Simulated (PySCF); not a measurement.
C6H12O2, SMILES CC(OCCCC)=O. Heavy atoms are numbered as in [CH3:1][CH2:2][CH2:3][CH2:4][O:5][C:6]([CH3:7])=[O:8]. Hydrogens are named by the atom that carries them.

The structure is a stationary point at TPSSh-D3(BJ)/def2-SVP. The values are those of a single conformer.

The numbers are results of B3LYP/pcSseg-1 in PySCF, not measurements.

GIAO shieldings, no solvent; atoms alike by connectivity are averaged. δ = σ(ref) − σ: ¹³C against TMS (σ = 181.3 ppm); ¹⁷O against H2O (σ = 333.8 ppm); ¹H against TMS (σ = 31.68 ppm), references at their B3LYP-D3(BJ)/def2-TZVP geometries, non-relativistic.

Computed chemical shifts:
```json
[
 {"nucleus": "¹³C", "atoms": "C6", "count": "1", "δ (ppm)": "179.6"},
 {"nucleus": "¹³C", "atoms": "C4 (CH2)", "count": "1", "δ (ppm)": "72.3"},
 {"nucleus": "¹³C", "atoms": "C3 (CH2)", "count": "1", "δ (ppm)": "37.9"},
 {"nucleus": "¹³C", "atoms": "C2 (CH2)", "count": "1", "δ (ppm)": "25.8"},
 {"nucleus": "¹³C", "atoms": "C7 (CH3)", "count": "1", "δ (ppm)": "24.7"},
 {"nucleus": "¹³C", "atoms": "C1 (CH3)", "count": "1", "δ (ppm)": "19.5"},
 {"nucleus": "¹⁷O", "atoms": "O8", "count": "1", "δ (ppm)": "469.3"},
 {"nucleus": "¹⁷O", "atoms": "O5", "count": "1", "δ (ppm)": "229.2"},
 {"nucleus": "¹H", "atoms": "H on C4", "count": "2", "δ (ppm)": "4.08"},
 {"nucleus": "¹H", "atoms": "H on C7", "count": "3", "δ (ppm)": "2.30"},
 {"nucleus": "¹H", "atoms": "H on C3", "count": "2", "δ (ppm)": "1.81"},
 {"nucleus": "¹H", "atoms": "H on C2", "count": "2", "δ (ppm)": "1.47"},
 {"nucleus": "¹H", "atoms": "H on C1", "count": "3", "δ (ppm)": "1.42"}
]
```
